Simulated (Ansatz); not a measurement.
Geometry optimisation, RKS PBE-D4/def2-SVP (Ansatz 0.2.0).

Input:

```yaml
crystal:
  periodic: [false, false, false]
  atoms:
    - { symbol: Sn, position_ang: [0.0, 0.0, 0.0] }
    - { symbol: Cl, position_ang: [0.0, 0.0, 2.76] }
    - { symbol: O, position_ang: [1.8483, 0.0, -0.6527] }
    - { symbol: H, position_ang: [2.1646, -0.9521, -0.7693] }
    - { symbol: O, position_ang: [-0.9232, 1.5994, -0.6527] }
    - { symbol: H, position_ang: [-1.881, 1.3686, -0.8751] }
    - { symbol: H, position_ang: [-0.8195, -1.4198, -0.5794] }
    - { symbol: O, position_ang: [1.1853, 1.7874, 0.7126] }
    - { symbol: H, position_ang: [1.9622, 1.4737, 1.2766] }
    - { symbol: H, position_ang: [0.8353, 1.2597, 1.9362] }
basis:
  gaussian: { orbitals: def2-SVP }
hamiltonian:
  xc: pbe
  dispersion: d4
relax:
  f_tol: 0.15
  max_steps: 25
  restrain:
    - { distance: [0, 7], at: 3.16, k: 30.0 }
    - { distance: [9, 1], at: 2.57, k: 30.0 }
    - { distance: [0, 1], at: 2.41, k: 30.0 }
    - { distance: [9, 7], at: 1.01, k: 30.0 }
```

Launched with:

```bash
$ ansatz run input.yaml --threads 4 --pin off --max-ram 5120MiB --backend cpu --events-out ev --progress --plain --runs-dir out
```

Problem. Where does it end, and by what steps?

Solution. The forces met the threshold. The restraints hold the end off the free minimum; the threshold counts their pulls, which the force column leaves out. Restrained pairs: Sn1–O8 (2.26 → 3.15 Å), Cl2–H10 (1.72 → 2.57 Å), Sn1–Cl2 (2.76 → 2.40 Å), O8–H10 (1.38 → 0.99 Å). After 7 steps the energy has fallen by 2.287 eV (the restraints' own energy left out); O8 moved furthest, 0.77 Å.

| step | energy less start (eV) | largest force component (eV/Å) | accepted |
| --- | --- | --- | --- |
| 0 | 0.0000 | 5.106 | yes |
| 1 | -0.5745 | 4.627 | yes |
| 2 | -1.0731 | 3.910 | yes |
| 3 | -1.6864 | 2.468 | yes |
| 4 | -2.1072 | 2.113 | yes |
| 5 | -2.2402 | 0.865 | yes |
| 6 | -2.2669 | 0.613 | yes |
| 7 | -2.2871 | 0.481 | yes |

```xyz
10
Properties=species:S:1:pos:R:3
Sn -0.177 -0.130 -0.017
Cl -0.358 -0.286 2.375
O 1.775 0.003 -0.487
H 2.163 -0.895 -0.522
O -1.094 1.469 -0.763
H -2.046 1.269 -0.871
H -0.842 -1.607 -0.632
O 1.575 2.159 1.256
H 2.079 1.480 0.753
H 1.297 1.656 2.064
```

The run took 11 s on 4 threads of Arm Neoverse V1, with other jobs on the host, peak memory 0.17 GiB.
